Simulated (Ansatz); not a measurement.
H2P (SMILES [PH2]), charge 0, multiplicity 2, relaxed at each level with Ansatz (a quantum-chemistry and plane-wave program); harmonic frequencies from differences of analytic forces, average atomic masses, frozen cores. Open shells are unrestricted.

```csv
level,P1–H2 (Å),P1–H3 (Å),H2–P1–H3 (°),dipole (D)
HF/def2-TZVPP,1.4091,1.4091,93.6,0.68
PBE/def2-TZVPP,1.4354,1.4354,90.9,0.58
r2SCAN/def2-TZVPP,1.4235,1.4235,91.2,0.64
B3LYP/def2-TZVPP,1.4228,1.4228,91.7,0.56
PBE0/def2-TZVPP,1.4237,1.4237,91.5,0.63
wB97X-V/def2-TZVPP,1.4197,1.4197,92.0,0.66
MP2/cc-pV(T+d)Z,1.4121,1.4121,92.0,0.63
CCSD(T)/cc-pV(D+d)Z,1.4305,1.4305,91.7,0.60
CCSD(T)/cc-pV(T+d)Z,1.4198,1.4198,91.8,0.59
```

Measured: bond lengths of mixed type (r0, rs, rg or re) PH 1.428 Å [NIST CCCBDB].
